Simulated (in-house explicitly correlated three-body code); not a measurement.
Computed with an exponentially correlated three-body code. Model: two electrons around a point charge, non-relativistic, variational in 260 exponentially correlated functions (energies converged to about 1e-7 hartree, or 1e-8 relative for large Z).

For two electrons in a singlet the Kohn-Sham orbital is the square root of half the density, so the exact Kohn-Sham potential and energy parts follow from the density alone, and exchange is minus half the Hartree energy. The Kohn-Sham level equals minus the binding energy of the second electron.

Command:
```bash
python run_hyl.py task.json out
```
Settings (lengths in bohr, energies in hartree):
```
Z                      2.9
interaction_strength   1
functions              260
states_tried           13
```

Time taken, with all properties: 30 s on 1 thread of Intel(R) Xeon(R) Platinum 8488C (Sapphire Rapids) (shared host).

**Those bound S and P states to n = 4 that converged, binding against the one-electron ion.**

Given: nuclear charge 2.9.

Computed: one-electron threshold -4.205 hartree.

| term | energy (hartree) | binding (eV) | quantum defect |
| --- | --- | --- | --- |
| 1 1S | -6.75232594 | 69.316 | 0.15822 |
| 2 3S | -4.76086448 | 15.126 | 0.198 |
| 2 1S | -4.69519337 | 13.339 | 0.081089 |
| 2 3P | -4.68183383 | 12.975 | 0.054393 |
| 2 1P | -4.65027524 | 12.117 | -0.013373 |
| 3 3S | ? | ? | ? |
| 3 1S | -4.41651173 | 5.7555 | 0.078732 |
| 3 3P | -4.41317837 | 5.6648 | 0.055437 |
| 3 1P | -4.40372749 | 5.4077 | -0.013767 |
| 4 3S | -4.32924874 | 3.381 | 0.18853 |
| 4 1S | ? | ? | ? |
| 4 3P | -4.3210198 | 3.1571 | 0.055676 |
| 4 1P | -4.31704046 | 3.0488 | -0.013758 |

Question: What belongs in the row 3 3S?

Answer: energy (hartree): -4.43371126; binding (eV): 6.2236; quantum defect: 0.19072.

Question: What belongs in the row 4 1S?

Answer: energy (hartree): -4.32235131; binding (eV): 3.1933; quantum defect: 0.078117.

**Converged states only, values per electron or pair.**

| term | mean r (bohr) | mean r squared (bohr²) | mean inverse r (1/bohr) | mean r12 (bohr) | mean inverse r12 (1/bohr) | mean cosine | mean p1 dot p2 (bohr⁻²) | delta r1 (bohr⁻³) | delta r12 (bohr⁻³) |
| --- | --- | --- | --- | --- | --- | --- | --- | --- | --- |
| 1 1S | 0.59558 | 0.48296 | 2.588 | 0.89764 | 1.5055 | -0.04509 | 0.27589 | 6.1406 | 0.46967 |
| 2 3S | 1.5574 | 4.1112 | 1.718 | 2.6731 | 0.44292 | -0.012946 | 0.016528 | 4.1152 | - |
| 2 1S | 1.7206 | 5.1574 | 1.6972 | 2.9816 | 0.45331 | -0.014758 | 0.020475 | 4.0747 | 0.055266 |
| 2 3P | ? | ? | ? | ? | ? | ? | ? | ? | - |
| 2 1P | 1.5976 | 4.4723 | 1.6842 | 2.7282 | 0.4677 | 0.0089078 | 0.22314 | 3.8898 | 0.0081715 |
| 3 3S | 3.3843 | 22.369 | 1.564 | 6.2817 | 0.20401 | -0.0038225 | 0.00452 | 3.9441 | - |
| 3 1S | ? | ? | ? | ? | ? | ? | ? | ? | ? |
| 3 3P | 3.4166 | 23.198 | 1.5586 | 6.3507 | 0.2136 | -0.014382 | -0.070902 | 3.8667 | - |
| 3 1P | 3.581 | 25.6 | 1.5546 | 6.6683 | 0.20939 | 0.0025695 | 0.065943 | 3.8836 | 0.002776 |
| 4 3S | 6.0006 | 74.36 | 1.5129 | 11.5 | 0.11616 | -0.0015812 | 0.0018282 | 3.9068 | - |
| 4 1S | 6.3325 | 83.193 | 1.5106 | 12.162 | 0.11677 | -0.0019456 | 0.0024811 | 3.9042 | 0.0067165 |
| 4 3P | 6.1358 | 78.59 | 1.5107 | 11.772 | 0.11973 | -0.0058357 | -0.028378 | 3.8755 | - |
| 4 1P | 6.3547 | 84.466 | 1.509 | 12.206 | 0.11809 | 0.0010637 | 0.027715 | 3.8824 | 0.0012233 |

Question: What belongs in the row 2 3P?

Answer: mean r (bohr): 1.4863; mean r squared (bohr²): 3.8219; mean inverse r (1/bohr): 1.6981; mean r12 (bohr): 2.5485; mean inverse r12 (1/bohr): 0.4853; mean cosine: -0.0535; mean p1 dot p2 (bohr⁻²): -0.27374; delta r1 (bohr⁻³): 3.8256.

Question: What belongs in the row 3 1S?

Answer: mean r (bohr): 3.631; mean r squared (bohr²): 26.013; mean inverse r (1/bohr): 1.5584; mean r12 (bohr): 6.7706; mean inverse r12 (1/bohr): 0.20596; mean cosine: -0.0045795; mean p1 dot p2 (bohr⁻²): 0.0059536; delta r1 (bohr⁻³): 3.9362; delta r12 (bohr⁻³): 0.016119.

**Electric-dipole lines between converged S and P states, rate of the upper state's decay.**

```csv
s state,p state,p minus s (eV),oscillator strength from s,rate (1/s)
1 1S,2 1P,57.2,0.44369,2.0997e+10
1 1S,3 1P,63.909,0.10824,6.3942e+09
1 1S,4 1P,66.267,0.042812,2.7193e+09
2 1S,2 1P,1.2223,0.22221,4.8017e+06
2 1S,3 1P,7.9312,0.25009,2.2754e+08
2 1S,4 1P,10.29,0.071349,1.0927e+08
3 1S,2 1P,-6.361,-0.097378,1.7097e+08
3 1S,3 1P,0.34788,0.37831,662190
3 1S,4 1P,2.7068,0.2569,2.7224e+07
4 1S,2 1P,-8.9233,-0.019167,6.6224e+07
4 1S,3 1P,-2.2144,-0.21081,4.4854e+07
4 1S,4 1P,0.14452,0.52273,157900
2 3S,2 3P,2.1505,0.32212,2.1548e+07
2 3S,3 3P,9.461,0.17802,2.3049e+08
2 3S,4 3P,11.969,0.055464,1.1492e+08
3 3S,2 3P,-6.7518,-0.12176,2.4084e+08
3 3S,3 3P,?,?,?
3 3S,4 3P,3.0665,0.17636,2.3986e+07
4 3S,2 3P,-9.5943,-0.022107,8.8302e+07
4 3S,3 3P,?,?,?
4 3S,4 3P,0.22392,0.73549,533400
```

Question: What belongs in the row 3 3S 3 3P?

Answer: p minus s (eV): 0.55873; oscillator strength from s: 0.53623; rate (1/s): 2.4213e+06.

Question: What belongs in the row 4 3S 3 3P?

Answer: p minus s (eV): -2.2838; oscillator strength from s: -0.26434; rate (1/s): 5.9828e+07.

**Density and exact potentials over r, pair density (one pair, times 4 pi r12^2) and exact minus Kohn-Sham pair density over r12.**

```csv
radius (bohr),radial density (electrons/bohr),exchange potential (hartree),intracule density (1/bohr),Coulomb hole against Kohn-Sham (1/bohr),correlation potential (hartree)
0.0739,0.55088,-2.5309,0.033617,-0.01236,-0.042
0.0861,0.69757,-2.5131,0.045686,-0.01616,-0.038
0.1,0.86953,-2.4907,0.061597,-0.02083,-0.034
0.117,1.0811,-2.4608,0.084053,-0.02689,-0.028
0.136,?,?,?,?,?
0.159,1.5769,-2.3777,0.1523,-0.04241,-0.015
0.185,1.8468,-2.3216,0.20228,-0.05157,-0.008
0.215,2.1128,-2.2543,0.26555,-0.061,0
0.251,?,?,?,?,?
0.292,2.5589,-2.077,0.44321,-0.07657,0.015
0.34,2.6792,-1.9678,0.55508,-0.07895,0.02
0.396,2.6977,-1.845,0.67698,-0.07494,0.024
0.461,2.5978,-1.7111,0.7979,-0.06295,0.025
0.537,2.3766,-1.5678,0.90258,-0.04269,0.024
0.626,2.0485,-1.4185,0.97025,-0.01631,0.021
0.729,1.6523,-1.2693,0.97966,0.01095,0.017
0.849,1.2335,-1.1233,0.91796,0.03275,0.012
0.99,0.83905,-0.98361,0.78528,0.04353,0.008
1.15,0.52068,-0.8577,0.60777,0.04158,0.005
1.34,0.28377,-0.74162,0.41279,0.03033,0.003
1.56,0.13496,-0.63943,0.2424,0.01655,0.002
1.82,0.053814,-0.54899,0.11839,0.00591,0.001
```

Question: What belongs in the row 0.136?

Answer: radial density (electrons/bohr): 1.3124; exchange potential (hartree): -2.4246; intracule density (1/bohr): 0.11281; Coulomb hole against Kohn-Sham (1/bohr): -0.03391; correlation potential (hartree): -0.022.

Question: What belongs in the row 0.251?

Answer: radial density (electrons/bohr): 2.3632; exchange potential (hartree): -2.1717; intracule density (1/bohr): 0.34697; Coulomb hole against Kohn-Sham (1/bohr): -0.07; correlation potential (hartree): 0.008.
